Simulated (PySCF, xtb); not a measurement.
silyl(silyloxy)silane (H8OSi3), SMILES [SiH3]O[SiH2][SiH3]. The values are those of a single conformer.

Harmonic wavenumbers (cm⁻¹) from GFN2-xTB in xtb at its own minimum, in rising order: 3, 33, 42, 48, 163, 369, 437, 475, 480, 560, 597, 608, 626, 718, 771, 784, 785, 808, 820, 824, 834, 1103, 2171, 2199, 2209, 2214, 2219, 2245, 2265, 2284.

Q: What does PySCF with PBE-D3(BJ)/def2-SVP give at its own minimum? (The exact figures need the calculation; the answer reports its results.)

A: 29, 56, 79, 122, 171, 337, 395, 493, 585, 593, 697, 706, 720, 790, 862, 898, 899, 909, 914, 918, 965, 1048, 2138, 2146, 2149, 2160, 2163, 2166, 2168, 2190. Paired by order, the mean absolute difference is 69 cm⁻¹ and the zero-point energies are 42.4 and 43.6 kcal/mol.
